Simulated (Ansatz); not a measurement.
The cluster Sr3Se3⁻, relaxed as a doublet with UKS B3LYP-D4/def2-SVPD in Ansatz, starting from the GFN1-xTB geometry. Force threshold 0.02 eV/Å.

In the def2 sets Sr takes a core potential; there is no spin–orbit coupling. The relaxation made no stability test and no search for a lower SCF solution. Another isomer (doublet) lies 0.34 eV lower at PBE0-D4/def2-TZVPD; other spin states weren't run for this one.

Start:

Cartesian coordinates in Å:
```
Sr -1.8955 2.4796 -0.2394
Sr 3.0073 -0.8665 0.2883
Sr -0.5149 -1.3102 0.3454
Se -2.6799 0.0326 -0.6888
Se 0.6206 2.6777 0.2999
Se 1.4624 -3.0132 -0.0054
```

```
step   energy (eV)  largest force component (eV/Å)  SCF passes
   1  -198543.8401                           2.271          22
   2  -198544.8975                           0.831          26
   3  -198545.2261                           0.814          26
   4  -198545.5463                           0.896          27
   5  -198545.8576                           0.892          27
   6  -198546.1189                           0.670          31
   7  -198546.2804                           0.161          28
   8  -198546.3054                           0.330          27
   9  -198546.3179                           0.174          26
  10  -198546.3267                           0.125          26
  11  -198546.3335                           0.018          22
  12  -198546.3337                           0.011          23
```

Force components are those of the run's own axes.

End:

```xyz
6

Sr   -1.777    2.589   -0.356
Sr    3.122   -0.338    0.354
Sr   -0.692   -1.146    0.052
Se   -3.260    0.182   -0.538
Se    0.862    1.519    0.308
Se    1.744   -2.807    0.181
```

Bonds formed: Sr2–Se5, Sr3–Se5 (atoms count from 1).

The force fell under the threshold at step 11, but the optimiser went on. No frequencies were taken in this run, so the end may be a saddle point.

Hardware: 4 threads of Arm Neoverse V1 on a shared host. Wall time 3.6 min, peak host memory 1.1 GiB.
